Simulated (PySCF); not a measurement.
# Radial density of S⁺ (sulfur, charge +1)

wB97X-V, [Ne] 3s1 3p3 3d1, high-spin 6D determinant (an excited configuration). Calculation: PySCF 2.14, in aug-cc-pV(D+d)Z; the non-relativistic Hamiltonian (point nucleus).

```csv
r (bohr),4πr²ρ (e/bohr),4πr²(ρα − ρβ)
0.00136,0.05921,0.0002
0.00229,0.1631,0.0006
0.00385,0.4379,0.0016
0.00648,1.141,0.0041
0.0109,2.801,0.0100
0.0183,6.259,0.0223
0.0308,11.91,0.0420
0.0518,17.44,0.0630
0.0872,17.13,0.0875
0.147,12.27,0.2191
0.247,15.09,0.5155
0.415,16.37,0.3235
0.698,5.829,0.2266
1.17,2.730,2.3923
1.97,2.431,2.4295
3.32,0.4571,0.4571
5.59,0.009496,0.0095
9.40,2.244e-05,0.0000
```

The outer electron is Rydberg-like, and this basis confines it to a smaller radius and binds it less than a complete one would.
